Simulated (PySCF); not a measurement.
## O(2+): excitation energy

O(2+) [He] 2s2 2p2 (3P) → O(2+) [He] 2s2 2p1 3s1 (3P), as a difference of total energies. Calculation: PySCF 2.14, in aug-cc-pVDZ-DK; scalar relativity by spin-free X2C-1e. Correlated levels: valence: 1s2 frozen. The calculations carry no spin-orbit coupling.

```csv
method,excitation energy (cm⁻¹)
UHF,270800
LDA,272780
PBE,271840
PBE0,272730
r2SCAN,276660
BLYP,272060
HSE06,272850
wB97X,275040
ROHF,270480
MP2 (valence),269590
SCS-MP2 (valence),269000
```

The promoted electron is Rydberg-like, and one or two diffuse shells describe it only roughly, which tends to raise the upper state.
